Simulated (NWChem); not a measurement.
# BSiH₃Cl₂; SMILES ClB([SiH3])Cl

Program: NWChem. Geometry: optimised at PBE0/def2-SVP. Ions are spin-unrestricted doublets at the neutral geometry; other ion states weren't tried.

Task: What does the run give for PBE/def2-SVP? Quantities: vertical ionisation energy, ΔSCF (eV); −ε(HOMO) (eV).

Result: 
```
Item                                   Value
-------------------------------------  -----
vertical ionisation energy, ΔSCF (eV)  10.01
−ε(HOMO) (eV)                           6.99
```
